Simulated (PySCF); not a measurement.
C9H8FNS, SMILES Cn1cccc1-c1sccc1F. Atoms are numbered in the order given.

```xyz
20

C     -1.5748    -1.3652     1.6399
N     -1.8172    -0.3225     0.6757
C     -3.0454     0.2255     0.4328
C     -2.9130     1.2103    -0.5245
C     -1.5469     1.2586    -0.8798
C     -0.8810     0.2970    -0.1277
C      0.5354    -0.0080    -0.1353
S      1.2167    -1.5911     0.1074
C      2.8200    -1.0380    -0.1568
C      2.8579     0.2993    -0.4433
C      1.5609     0.8676    -0.4292
F      1.3583     2.1555    -0.6824
H     -1.4280    -2.3462     1.1599
H     -0.6855    -1.1363     2.2439
H     -2.4406    -1.4345     2.3110
H     -3.9233    -0.1309     0.9677
H     -3.7164     1.8259    -0.9232
H     -1.0736     1.9144    -1.6060
H      3.6549    -1.7316    -0.0730
H      3.7627     0.8726    -0.6440
```

Geometry: PBE0-D3(BJ)/def2-SVP. This is a generated structure with no PubChem entry under its InChIKey; it may be hypothetical. Other conformers were not sampled.

Two levels are set side by side: PBE/pcSseg-1 (PySCF) and B3LYP/pcSseg-1 (PySCF). GIAO shifts against CFCl3 (¹⁹F), H2S (³³S), NH3 (¹⁵N), TMS (¹H), TMS (¹³C) at the same level; non-relativistic, no solvent, atoms listed together averaged. Differences are taken from unrounded values.

```tsv
quantity	PBE
δ(¹³C) of C1 (ppm)	38.9
δ(¹⁵N) of N2 (ppm)	179.0
δ(¹³C) of C3 (ppm)	126.1
δ(¹³C) of C4 (ppm)	113.7
δ(¹³C) of C5 (ppm)	117.7
δ(¹³C) of C6 (ppm)	126.6
δ(¹³C) of C7 (ppm)	119.9
δ(³³S) of S8 (ppm)	406.7
δ(¹³C) of C9 (ppm)	122.4
δ(¹³C) of C10 (ppm)	122.1
δ(¹³C) of C11 (ppm)	162.1
δ(¹⁹F) of F12 (ppm)	-159.3
δ(¹H) of H16 (ppm)	6.64
δ(¹H) of H17 (ppm)	6.48
δ(¹H) of H18 (ppm)	6.90
δ(¹H) of H19 (ppm)	6.90
δ(¹H) of H20 (ppm)	7.08
```

Task: These are the PBE values. What does B3LYP give? (An estimate is asked for; the answer gives what the named calculation found.)

Result: 
| quantity | B3LYP | PBE minus B3LYP |
|---|---|---|
| δ(¹³C) of C1 (ppm) | 38.8 | 0.1 |
| δ(¹⁵N) of N2 (ppm) | 179.1 | -0.1 |
| δ(¹³C) of C3 (ppm) | 129.6 | -3.6 |
| δ(¹³C) of C4 (ppm) | 116.2 | -2.5 |
| δ(¹³C) of C5 (ppm) | 121.1 | -3.3 |
| δ(¹³C) of C6 (ppm) | 130.2 | -3.6 |
| δ(¹³C) of C7 (ppm) | 125.6 | -5.6 |
| δ(³³S) of S8 (ppm) | 402.2 | 4.5 |
| δ(¹³C) of C9 (ppm) | 128.7 | -6.3 |
| δ(¹³C) of C10 (ppm) | 125.2 | -3.1 |
| δ(¹³C) of C11 (ppm) | 164.5 | -2.4 |
| δ(¹⁹F) of F12 (ppm) | -148.8 | -10.4 |
| δ(¹H) of H16 (ppm) | 6.69 | -0.06 |
| δ(¹H) of H17 (ppm) | 6.50 | -0.02 |
| δ(¹H) of H18 (ppm) | 6.94 | -0.04 |
| δ(¹H) of H19 (ppm) | 7.01 | -0.11 |
| δ(¹H) of H20 (ppm) | 7.12 | -0.04 |

Rough cost on one machine, each run with all the roots and properties that it gave: B3LYP against PBE within a factor of 2.
